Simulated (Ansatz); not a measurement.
C5H8F3GaN2⁺, that is Ga(IMe)F3 with one electron fewer. The state is a doublet with charge 1. Geometry PBE-D4/def2-SVP, that of the neutral singlet; atoms count from 1.

```xyz
19

Ga    0.5242    1.5211   -1.5857
C     0.0571    0.1519   -0.1513
N    -0.7253    0.3456    0.9413
C    -1.3511    1.6237    1.2784
C    -0.8394   -0.8284    1.6658
C    -0.0994   -1.7759    1.0001
N     0.4417   -1.1495   -0.1094
C     1.3032   -1.7771   -1.1107
H    -2.4263    1.6053    1.0117
H    -1.2437    1.8112    2.3633
H    -0.8297    2.4185    0.7061
H    -1.4202   -0.8938    2.5909
H     0.0904   -2.8283    1.2317
H     1.8201   -0.9693   -1.6685
H     2.0483   -2.4188   -0.6041
H     0.6976   -2.3918   -1.8054
F     2.1488    0.9993   -2.1666
F     0.5019    3.0939   -0.7055
F    -0.6983    1.4624   -2.8820
```

Q: Estimate the Mulliken populations from the PBE0/def2-TZVP orbitals of Ansatz.

A: 
```csv
atom,charge (e),spin (α − β)
Ga1,0.83,-0.01
C2,0.07,0.35
N3,0.06,-0.05
C4,-0.36,0.00
C5,0.03,0.37
C6,0.03,0.37
N7,0.06,-0.05
C8,-0.36,0.00
H9,0.21,0.00
H10,0.19,0.00
H11,0.25,0.00
H12,0.25,-0.01
H13,0.25,-0.01
H14,0.25,0.00
H15,0.19,0.00
H16,0.21,0.00
F17,-0.40,0.01
F18,-0.40,0.01
F19,-0.37,0.03
```
Mulliken values depend strongly on the basis.

Q: Where does the spin sit?

A: Summed by element: Ga -0.01, C 1.09, N -0.10, H -0.02, F 0.05, of 1 unpaired in all. Largest on single atoms: C5 0.37, C6 0.37, C2 0.35.

Q: And the Mayer bond orders between heavy atoms (over 0.3)?

A: Ga1–C2 0.67 (2.04 Å); Ga1–F17 0.88 (1.80 Å); Ga1–F18 0.88 (1.80 Å); Ga1–F19 0.96 (1.78 Å); C2–N3 1.21 (1.36 Å); C2–N7 1.21 (1.36 Å); N3–C4 0.88 (1.46 Å); N3–C5 1.33 (1.38 Å); C5–C6 1.30 (1.37 Å); C6–N7 1.33 (1.38 Å); N7–C8 0.88 (1.46 Å).
